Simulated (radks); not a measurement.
Results of a calculation; reference values are marked as such.
Task: Coherent X-ray form factor from a spherical all-electron density. Level of theory: non-relativistic Kohn-Sham, LDA (Slater exchange, Perdew-Wang correlation), spin-polarised, spherical densities, point nucleus (a radial shooting solver on a logarithmic mesh with Libxc functionals).

sin(theta)/lambda (1/angstrom),f0 (electrons)
0.05,28.677
0.1,27.773
0.15,26.445
0.2,24.869
0.25,23.185
0.3,21.484
0.4,18.227
0.5,15.343
0.6,12.938
0.8,9.573
1,7.676
1.25,6.391
1.5,5.562
2,4.176

The species is in the configuration that NIST lists as its ground one. Which atom or ion scatters so?

Result: The gallium ion Ga2+, [Ar] 3d10 4s1. Extrapolating in s^2 from the first two rows gives f0(0) = 29.0, near the electron count 29; among species with that count, the fall with angle is slower the higher Z, and the table is that of Z = 31; from so few rows the species is fixed only to a neighbour or two.
